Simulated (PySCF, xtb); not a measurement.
Te(Br)(SeH) (BrHSeTe), SMILES [SeH][Te]Br. One conformer was computed; it need not be the lowest.

Harmonic wavenumbers (cm⁻¹) from GFN2-xTB (xtb) at its own minimum, in rising order: 80, 239, 255, 262, 650, 1967.

**Question.** What does PBE0-D3(BJ)/def2-SVP in PySCF give at its own minimum? (The exact figures need the calculation; the answer reports its results.)

**Answer.** 81, 246, 255, 317, 704, 2418. Paired by order, the mean absolute difference is 95 cm⁻¹ and the zero-point energies are 4.9 and 5.7 kcal/mol.
